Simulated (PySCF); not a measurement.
C2H9AlN (SMILES [CH3][Al+]([CH3])<-[NH3]), charge +1, singlet, at a GFN2-xTB geometry (such geometries of metal compounds can be far from the true shape), with bond 7-6 at 2.4 times its length.

Here is a job for PySCF.
```python
from pyscf import gto, scf, mcscf
import numpy

mol = gto.Mole()
mol.atom = '''
    Al    0.009341    0.346805    0.087516
    C     1.481213    0.987825   -1.044745
    H     2.447377    0.561796   -0.743883
    H     1.591418    2.077571   -1.003231
    H     1.328727    0.721910   -2.099664
    C    -1.448311    0.439855    1.401399
    H    -3.689316   -0.570049    0.447696
    H    -1.666976    1.469858    1.705801
    H    -1.212307   -0.115748    2.318477
    N    -0.038135   -1.667588   -0.416382
    H    -0.706438   -1.857158   -1.166346
    H    -0.316857   -2.262549    0.367333
    H     0.865217   -2.016177   -0.745473
'''
mol.basis = '6-31g'
mol.charge = 1
mol.spin = 0
mol.verbose = 4
mol.build()

mf = scf.RHF(mol)
mf.kernel()
mc = mcscf.CASSCF(mf, 6, 4)
mc.fix_spin_(ss=0.0)
mc.kernel()
occ = numpy.linalg.eigvalsh(mc.fcisolver.make_rdm1(mc.ci, mc.ncas, mc.nelecas))[::-1]
ss = mc.fcisolver.spin_square(mc.ci, mc.ncas, mc.nelecas)[0]
print('natural occupations', occ.round(4), ' <S^2>', round(ss, 4))
```

Predict the SCF-reference HOMO energy from CASSCF(4,6)/6-31G in PySCF.

-12.57 eV

Predict the SCF-reference Mulliken (on the basis functions themselves) charges in atom order from CASSCF(4,6)/6-31G.

Al1 1.23, C2 -0.94, H3 0.23, H4 0.24, H5 0.23, C6 -0.66, H7 0.03, H8 0.23, H9 0.22, N10 -1.11, H11 0.44, H12 0.43, H13 0.43

What number of basis functions does CASSCF(4,6)/6-31G give?

58

What is the computed nuclear repulsion energy (CASSCF(4,6)/6-31G)?

155.4330 Eh

Predict the total energy from CASSCF(4,6)/6-31G.

-376.9892 Eh

What is the computed natural occupations of the active orbitals (CASSCF(4,6)/6-31G)?

1.97, 1.46, 0.53, 0.03, 0.01, 0.00
